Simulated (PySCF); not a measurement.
A structure optimised at B3LYP-D3(BJ)/def2-TZVPD, used in a PySCF frequency run:

```
O
H 1 0.9519
Li 1 1.5807 2 180.00
```
Charge 0, spin multiplicity 1.

**Question.** Write its SMILES, formula and point group.

**Answer.** [Li][OH], HLiO, C∞v

**Question.** What are its rotational constants (standard atomic weights)?

**Answer.** 35.921 GHz (linear rotor, B only)
